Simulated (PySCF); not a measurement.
C2H4ClFSi2, SMILES C#C[Si@H](F)[SiH2]Cl. Atoms are numbered in the order given.

```xyz
10

C      2.8521     0.8372     0.6797
C      1.9234     0.0320     0.6661
Si     0.4711    -1.0793     0.6453
F      0.5759    -2.1006    -0.6378
Si    -1.4589     0.2448     0.3985
Cl    -1.1636     1.4847    -1.2543
H      3.6752     1.5407     0.6905
H      0.4511    -1.9139     1.8936
H     -2.6894    -0.5880     0.1701
H     -1.6613     1.0952     1.6227
```

Geometry: PBE-D3(BJ)/def2-SVP. The structure was generated by enumeration; whether it is a known compound was not checked. One conformer was computed; it need not be the lowest.

All values below come from PBE/pcSseg-1 (PySCF).

GIAO shieldings, no solvent; atoms listed in one row are averaged. δ = σ(ref) − σ: ¹³C against TMS (σ = 182.0 ppm); ²⁹Si against TMS (σ = 335.4 ppm); ¹⁹F against CFCl3 (σ = 133.6 ppm); ³⁵Cl against HCl (σ = 936.5 ppm); ¹H against TMS (σ = 31.49 ppm), references at their B3LYP-D3(BJ)/def2-TZVP geometries, non-relativistic (without spin–orbit terms, shifts of atoms bonded to Cl or Br come out too high).

Question: Estimate the chemical shifts. (An estimate is asked for; the answer gives what the named calculation found.)

Answer: 
```tsv
nucleus	atoms	count	δ (ppm)
¹³C	C1	1	111.1
¹³C	C2	1	86.7
²⁹Si	Si3	1	-12.5
²⁹Si	Si5	1	-21.6
¹⁹F	F4	1	-245.8
³⁵Cl	Cl6	1	-99.4
¹H	H8	1	6.11
¹H	H9	1	5.83
¹H	H10	1	5.63
¹H	H7	1	3.39
```
